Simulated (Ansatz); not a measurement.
Coupled-cluster diagnostics for GeCl₃⁻, Ansatz.

Geometry of the singlet (PBE0-D4/def2-SVPD):

```xyz
4

Ge    0.413    0.758    0.024
Cl   -1.809    0.635    0.701
Cl    1.215   -1.030    1.275
Cl    0.180   -0.363   -2.000
```

Correlated methods freeze 24 core orbitals; core or outer-core shells of Ge are correlated, in sets that lack core-valence functions. The structure comes from a short search, and lower isomers may exist.

(1) Estimate the CCSD(T) correlation energy, the shares of MP2 and (T), T1 and the reference's ⟨S²⟩ for: charge -1, singlet, own geometry in def2-TZVPPD; and the rough time on 4 threads of Arm Neoverse V2 on a shared host.

Answers

(1) 
```json
{"state": "charge -1, singlet, own geometry", "basis": "def2-TZVPPD", "correlation (eV)": "-24.488", "MP2 share (%)": "91.1", "(T) share (%)": "4.4", "T1": "0.011", "⟨S²⟩ (pure)": "0.00 (0.00)", "wall time": "65 s"}
```
Customary marks for T1 are 0.02 (closed shells), 0.045 (open shells) and about 0.05 (3d metals). T1 stays under 0.02 throughout.
